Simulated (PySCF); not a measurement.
## CBr₃: from structure and modes to constants

Method: UPBE0/[C def2-SVP, Br def2-SVP], no relativity, density fitting, PySCF.

The doublet minimum has C3v symmetry. Masses (u): C 12.00000, Br 78.91834.

```xyz
4
charge 0 multiplicity 2, angstrom
C     0.0000    0.0000   -0.2397
Br    1.8446    0.0000    0.0122
Br   -0.9223    1.5974    0.0122
Br   -0.9223   -1.5975    0.0122
```

Harmonic wavenumbers (cm⁻¹): 164.0 (e, ×2), 211.5 (a1, ×1), 311.4 (a1, ×1), 815.1 (e, ×2).

Question: Find the principal moments of inertia and the rotational constants. What kind of rotor is it?

Answer: About the centre of mass I = 403.5, 403.5, 805.55 u Å². With B = 16.8576/I this gives 0.04178, 0.04178, 0.02093 cm⁻¹. The molecule is an oblate symmetric top.

Question: What is the harmonic zero-point energy?

Answer: Half the sum of all 6 wavenumbers, 2481/2 = 1241 cm⁻¹, which is 14.8 kJ/mol (1 cm⁻¹ = 0.0119627 kJ/mol).

Question: Find the vibrational entropy and heat capacity at 298.15 K.

Answer: With u = 1.43878 ω/T, each mode gives S = R[u/(eᵘ−1) − ln(1−e⁻ᵘ)] and C = R u² eᵘ/(eᵘ−1)².
| ω (cm⁻¹) | u | S (J/(mol K)) | C (J/(mol K)) |
| --- | --- | --- | --- |
| 164.0 (×2) | 0.791 | 10.47 | 7.89 |
| 211.5 | 1.021 | 8.49 | 7.63 |
| 311.4 | 1.503 | 5.67 | 6.91 |
| 815.1 (×2) | 3.934 | 0.82 | 2.62 |
The sums over all modes are S = 36.7 and C = 35.6 J/(mol K); the softest mode gives 29 % of the entropy (each member, where degenerate).

Question: Give the standard entropy (298.15 K, 1 bar) by its translational, rotational, vibrational and spin parts, and Cp.

Answer: Sackur–Tetrode with M = 248.76 u gives 177.7; rotation with symmetry number 3 gives 117.1; vibration 36.7; spin R ln 2 = 5.8. The total is 337.3 J/(mol K), and Cp = 4 R + 35.6 = 68.8 J/(mol K).

This need not be the most stable arrangement of these atoms.
